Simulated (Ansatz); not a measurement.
Consider the formal exchange of groups at the Si–C bond: `C[Si](F)(F)[SiH3]` + `C=C` → `C=C[Si](F)(F)[SiH3]` + CH₄.

Gas-phase electronic energies from Ansatz, PBE0-D4/def2-TZVP geometries. CBS: MP2 limit from def2 TZ/QZ plus the TZ coupled-cluster correction, frozen cores. This one scheme is used for every species. Functionals use def2-TZVPP. One conformer a species, not always the lowest.

Is it downhill or uphill in electronic energy at CCSD(T)/CBS, and by how much? (An estimate is asked.)

The calculation gave: Downhill: ΔE = -4.1 kJ/mol.

What do these levels give: PBE-D4, PBE0-D4, ωB97X-V, ωB97M-V, PBE, r2SCAN, MP2/def2-TZVPP, SCS-MP2/def2-TZVPP, CCSD/def2-TZVPP, HF/def2-QZVPP, HF/CBS(def2), CCSD/CBS(def2)? (Estimate.)

The calculation gave: PBE-D4 -5.9, PBE0-D4 -4.8, ωB97X-V -3.7, ωB97M-V -3.4, PBE -3.6, r2SCAN -4.9, MP2/def2-TZVPP -6.5, SCS-MP2/def2-TZVPP -6.0, CCSD/def2-TZVPP -3.5, HF/def2-QZVPP -2.2, HF/CBS(def2) -2.1, CCSD/CBS(def2) -2.8 kJ/mol.

Largest T1 diagnostic among the species: 0.013.

The D4 term adds −3.6 kJ/mol with B3LYP and −2.1 kJ/mol with PBE0; it sums over pairs of atoms, weighted by their polarisabilities, and B3LYP, whose exchange is more repulsive, gets the larger term.

B3LYP here is the variant with VWN-RPA as its local correlation; programs differ in this.
